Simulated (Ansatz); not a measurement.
System: BH$_{3}$S$_{3}$, charge 0, singlet. BH3S3 (borotrithioic acid, SMILES SB(S)S).
B3LYP-D3(BJ)/def2-TZVP minimum from Ansatz (an electronic-structure program):
```
B
S 1 1.8077
H 2 1.3430 1 98.84
S 1 1.8101 2 126.14 3 0.00
H 4 1.3419 1 97.97 2 0.00
S 1 1.8131 2 118.78 3 -180.00
H 6 1.3437 1 97.32 2 0.00
```

Total energies in hartree (Ansatz). Open shells are spin-unrestricted; no spin-orbit coupling. Correlated methods leave the cores frozen. No relativity. For partners of very few electrons the exact lower level stands in for a higher one.

| species | HF/cc-pV(T+d)Z | CCSD(T)/cc-pV(T+d)Z | HF/cc-pV(Q+d)Z | CCSD(T)/cc-pV(Q+d)Z | CCSD(T)/cc-pV(D+d)Z | CCSDT(Q)/cc-pV(D+d)Z |
|---|---|---|---|---|---|---|
| 1: BH3S3 (SMILES SB(S)S) | -1219.17848 | -1219.89866 | -1219.19032 | -1219.96017 | -1219.69467 | -1219.69739 |
| 2: B (doublet) | -24.53207 | -24.59810 | -24.53297 | -24.60084 | -24.58941 | -24.58977 |
| 3: S (triplet) | -397.50938 | -397.65444 | -397.51264 | -397.66785 | -397.60412 | -397.60456 |
| 4: H (doublet) | -0.49981 | -0.49981 | -0.49995 | -0.49995 | -0.49928 | -0.49928 |

Work out the atomisation energy (electronic, to ground-state atoms) in kcal/mol: take Hartree-Fock from cc-pV(Q+d)Z, extrapolate the CCSD(T) correlation energy as X^-3 (X = 3, 4), and add CCSDT(Q) - CCSD(T) in cc-pV(D+d)Z. 1 hartree = 627.51 kcal/mol.


Species 1: correlation (64·(-0.76985) - 27·(-0.72018))/37 = -0.80610; step -0.00272; E1 = -1219.19032 + (-0.80610) + (-0.00272) = -1219.99914
Species 2: correlation (64·(-0.06787) - 27·(-0.06603))/37 = -0.06921; step -0.00036; E2 = -24.53297 + (-0.06921) + (-0.00036) = -24.60254
Species 3: correlation (64·(-0.15521) - 27·(-0.14506))/37 = -0.16262; step -0.00044; E3 = -397.51264 + (-0.16262) + (-0.00044) = -397.67570
Species 4: correlation (64·(0.00000) - 27·(0.00000))/37 = 0.00000; step +0.00000; E4 = -0.49995 + (0.00000) + (+0.00000) = -0.49995
-1·E1 +1·E2 +3·E3 +3·E4 = 0.86965 hartree = 545.7 kcal/mol.
